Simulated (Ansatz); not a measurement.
```yaml
crystal:
  periodic: [false, false, false]
  atoms:
    - {symbol: O, position_ang: [0.388378, 2.039385, 0.687855]}
    - {symbol: C, position_ang: [0.161616, 0.824736, 0.211475]}
    - {symbol: N, position_ang: [0.017114, -0.241313, 0.906749]}
    - {symbol: Si, position_ang: [-0.217953, -1.229295, -0.511606]}
    - {symbol: S, position_ang: [0.045759, 0.651982, -1.561148]}
    - {symbol: H, position_ang: [0.421606, 1.955501, 1.652744]}
    - {symbol: H, position_ang: [0.839159, -2.230334, -0.779744]}
    - {symbol: H, position_ang: [-1.563578, -1.827761, -0.661925]}
basis:
  gaussian: {orbitals: "6-31G*"}
magnetization: {spin_polarized: true, initial_magnetization: 1}
hamiltonian: {xc: {name: CAM-B3LYP}}
accuracy: high
```

```sh
$ ansatz run in.yaml --threads 2 --pin off --events-out ev --progress --plain --max-ram 4352MiB
```

It prints (some lines left out):

```
Error: a molecule whose nuclei and cores have a total charge of 54 cannot have a net charge of 0 together with 1 unpaired electrons
```

Something in this input is off. What?

The number of unpaired electrons doesn't fit the electron count. The program refused the input.
